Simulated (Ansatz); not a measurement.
A trace of molecular dynamics of Cl3HHfO (6 atoms, charge 0, multiplicity 1).

These are results of RKS PBE0/def2-SVP in Ansatz 0.2.0, not measurements.

```json
{"ensemble": "NVE (velocity Verlet)", "starting velocities drawn for": "700 K", "seed": "558386"}
```

```json
{"time (fs)": "0", "T (K)": "700", "potential energy less start (eV)": "0.000", "conserved less start (meV/atom)": "0.00"}
{"time (fs)": "8", "T (K)": "59746", "potential energy less start (eV)": "4.170", "conserved less start (meV/atom)": "5783.09"}
{"time (fs)": "16", "T (K)": "251021", "potential energy less start (eV)": "11.904", "conserved less start (meV/atom)": "23554.98"}
{"time (fs)": "24", "T (K)": "255206", "potential energy less start (eV)": "9.343", "conserved less start (meV/atom)": "23488.81"}
{"time (fs)": "32", "T (K)": "249991", "potential energy less start (eV)": "12.164", "conserved less start (meV/atom)": "23509.61"}
{"time (fs)": "40", "T (K)": "246718", "potential energy less start (eV)": "13.852", "conserved less start (meV/atom)": "23508.82"}
{"time (fs)": "48", "T (K)": "245363", "potential energy less start (eV)": "14.539", "conserved less start (meV/atom)": "23506.53"}
{"time (fs)": "56", "T (K)": "244698", "potential energy less start (eV)": "14.877", "conserved less start (meV/atom)": "23505.58"}
{"time (fs)": "64", "T (K)": "244079", "potential energy less start (eV)": "15.198", "conserved less start (meV/atom)": "23505.73"}
{"time (fs)": "72", "T (K)": "243621", "potential energy less start (eV)": "15.438", "conserved less start (meV/atom)": "23506.27"}
{"time (fs)": "80", "T (K)": "243590", "potential energy less start (eV)": "15.450", "conserved less start (meV/atom)": "23505.56"}
{"time (fs)": "88", "T (K)": "243603", "potential energy less start (eV)": "15.441", "conserved less start (meV/atom)": "23505.22"}
{"time (fs)": "96", "T (K)": "243401", "potential energy less start (eV)": "15.547", "conserved less start (meV/atom)": "23505.62"}
{"time (fs)": "104", "T (K)": "243163", "potential energy less start (eV)": "15.672", "conserved less start (meV/atom)": "23505.76"}
{"time (fs)": "112", "T (K)": "242991", "potential energy less start (eV)": "15.760", "conserved less start (meV/atom)": "23505.73"}
{"time (fs)": "120", "T (K)": "242884", "potential energy less start (eV)": "15.816", "conserved less start (meV/atom)": "23505.79"}
{"time (fs)": "128", "T (K)": "242874", "potential energy less start (eV)": "15.821", "conserved less start (meV/atom)": "23505.78"}
{"time (fs)": "136", "T (K)": "242944", "potential energy less start (eV)": "15.783", "conserved less start (meV/atom)": "23505.55"}
{"time (fs)": "144", "T (K)": "242961", "potential energy less start (eV)": "15.774", "conserved less start (meV/atom)": "23505.35"}
{"time (fs)": "152", "T (K)": "242840", "potential energy less start (eV)": "15.838", "conserved less start (meV/atom)": "23505.66"}
{"time (fs)": "160", "T (K)": "242785", "potential energy less start (eV)": "15.868", "conserved less start (meV/atom)": "23505.83"}
```

Question: Can this run be trusted? Judge the integration.

Answer: The conserved energy changed by up to 24000 meV per atom, so the integration failed: the time step of 4 fs is too long for the fastest motions that this run met, and the later frames carry no physical meaning.

The run took 7.3 min on 2 threads of Arm Neoverse V1, with other jobs on the host, peak memory 0.31 GiB.
